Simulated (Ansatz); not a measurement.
Several settings on one geometry of Si(SH)Cl3 (SiHSCl3) (that of the charge 0 singlet, PBE0-D4/def2-SVP). Ansatz on 4 threads of AMD EPYC 9R45 on a shared host; times are rough.

```xyz
6

Si    0.1930   -0.0075   -0.3747
S     0.2939    0.0254    1.7363
H    -1.0506    0.0378    1.8837
Cl    2.1229   -0.0187   -1.0362
Cl   -0.7795    1.6278   -1.1295
Cl   -0.7797   -1.6648   -1.0796
```

Totals from different functionals, basis sets or treatments of relativity can't be compared as stabilities.

DK, ANO-RCC and x2c sets are all-electron and run with scalar relativity unless a key says otherwise. LC-ωPBE has ω = 0.4 bohr⁻¹.

Scalar relativity in a set contracted without it gives distorted totals.

The spins typed aren't always the lowest for that charge.

Q: Give the basis size and estimate the energy, ⟨S²⟩ and time of these runs.

```json
{"run": "1", "method": "UKS RPBE-D3(BJ)-ATM/STO-3G", "charge": "0", "state": "singlet", "further keys": "fitting: {mean_field: cc-pVTZ-jkfit}; scf: {lower_state_search: off}; forces asked"}
{"run": "2", "method": "RKS LC-ωPBE/STO-3G", "charge": "0", "state": "singlet", "further keys": "pseudopotentials: {relativity: scalar}; scf: {omitted_lower_state_checks: [starts]}"}
{"run": "3", "method": "UKS r2SCAN0-D3(BJ)/cc-pVTZ-DK", "charge": "1", "state": "doublet", "further keys": "scf: {omitted_lower_state_checks: [starts]}; forces asked"}
```

A: 
```csv
run,functions,energy (Eh),⟨S²⟩,wall time
1,46,-2046.1199,0.00,0.2 s
2,46,-2050.1413,–,0.25 s
3,184,-2074.5718,0.76,3.9 s
```
